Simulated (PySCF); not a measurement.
CH3Se, SMILES C[Se] (connectivity only; charge and spin as stated), charge -1, multiplicity 1. Geometry: PBE-D3(BJ)/def2-TZVPD. The spin state was assumed, not searched. The isomer is the one that the SMILES or the coordinates give; other isomers of the formula were not compared.

Level of theory: PySCF 2.14.0 with PBE-D3(BJ)/def2-TZVPD.

Harmonic wavenumbers (cm⁻¹): 559, 831, 831, 1202, 1415, 1415, 2931, 2995, 2995. Rotational constants (GHz): 157.4, 8.980, 8.980; symmetry number 3.

Task: Work out the zero-point energy and the ideal-gas rigid-rotor harmonic-oscillator thermochemistry at 298.15 K and 1 atm.

Result: ZPE = ½ Σ hcν = ½ × 15174 cm⁻¹ = 90.76 kJ/mol. H − E(el) = 101.61 kJ/mol. Entropy in J/(mol K): translation 165.41, rotation 77.75, vibration 4.05, total 247.20. G − E(el) = 27.90 kJ/mol. Cp = 44.67 J/(mol K).
